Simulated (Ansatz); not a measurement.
System: oxosilane, sum formula H₂SiO (charge 0, singlet). 
Structure (B3LYP-D3(BJ)/def2-TZVP (Ansatz, a first-principles code) minimum search):
```
Si
O 1 1.5195
H 1 1.4808 2 124.04
H 1 1.4808 3 111.91 2 180.00
```
Charge 0, spin multiplicity 1.

Parts of the frozen-core correlation energy in cc-pV(D+d)Z (Ansatz, hartree). Frozen orbitals: 6; correlated occupied orbitals by spin: 6 and 6; virtual: 35 and 35. No spin-orbit coupling. No relativistic terms.

| term | value |
|---|---|
| reference (HF) | -364.94045 |
| MP2 opposite-spin | -0.22057 |
| MP2 same-spin | (withheld) |
| CCSD correlation | (withheld) |
| (T) | (withheld) |
| CCSDT minus CCSD(T) | -0.00079 |
| T1 diagnostic | 0.025 |
| largest doubles amplitude | 0.087 |

Q: Fill in the missing entries.

A: 
- MP2 same-spin, value: -0.06954
- CCSD correlation, value: -0.30453
- (T), value: -0.00969
